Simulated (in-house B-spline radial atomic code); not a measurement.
## Ionising Zr³⁷⁺ with different functionals

Computed with an all-electron radial atomic-structure program (B-spline basis): scalar-relativistic (spin-free X2C) Hamiltonian, Fermi nucleus of rms radius 4.2694 fm, spin-polarised at highest spin, spherical fractional occupations for the functionals. The ionisation energy is the difference of two self-consistent energies, [He] 2s1 → 1s2, without Breit or QED terms; ε is the level of the shell that loses the electron (its least bound occupied spin orbital). There is no spin-orbit coupling in this Hamiltonian.

```
           method                    rung  ΔSCF (eV)  -ε(2s) (eV)
         LDA PW92                     LDA     5145.0       5083.2
LDA exchange-only                     LDA     5143.2       5081.4
         LDA VWN5                     LDA     5145.0       5083.2
              PBE                     GGA     5153.5       5090.1
             PW91                     GGA     5154.1       5090.7
            HSE06  range-separated hybrid          ?            ?
          LC-wPBE  range-separated hybrid          ?            ?
```

Problem. What does HSE06 give?

Solution. ΔSCF 5152.7 eV, and -ε(2s) = 5104.7 eV.

Problem. What does LC-wPBE give?

Solution. ΔSCF 5153.5 eV, and -ε(2s) = 5096.2 eV.

Problem. Among the functionals, which spreads more, the ΔSCF values or the orbital energies?

Solution. The orbital energies: ΔSCF values span about 10.9 eV and the orbital energies 23.4 eV.

Problem. How do they compare with the NIST value?

Solution. NIST lists 5146.94 eV ± 0.014 (tabulated theory, ground level to ground level). Errors run from -3.7 to +7.1 eV; LDA VWN5 is closest (-2.0 eV), though others lie within the uncertainty of it, and part of that can be cancellation, since the calculations leave out Breit-QED terms.
